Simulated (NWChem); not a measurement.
System: GaHOCl$_{2}$; SMILES [OH][Ga]([Cl])[Cl]

```xyz
5

Ga    -0.2864    -0.0375     0.0000
Cl     0.7232     1.8650     0.0000
Cl     0.8441    -1.8526     0.0000
O     -2.0678    -0.1363     0.0000
H     -2.4608     0.7523     0.0000
```
Atoms are numbered in this order, from 1.

All runs: NWChem. Pople sets run with spherical d functions. Structure relaxed at the B3LYP/6-31G* (spherical d) level. GIAO values for the isolated, static molecule; σ is the absolute isotropic shielding, δ = σ(reference) − σ with the isolated reference molecule computed at the same levels (1H: tetramethylsilane, 17O: water).

For level KT2/pcSseg-1:

```yaml
"σ Ga1 (ppm)": 1420.5
"σ Cl2 (ppm)": 836.2
"σ Cl3 (ppm)": 868.4
"δ O4 (ppm)": 115.9
"δ H5 (ppm)": 3.30
```

Question: What are these values for level B3LYP/6-31G*?

Answer: 
- σ Ga1 (ppm) = 1636.1
- σ Cl2 (ppm) = 879.5
- σ Cl3 (ppm) = 904.9
- δ O4 (ppm) = 100.8
- δ H5 (ppm) = 3.08
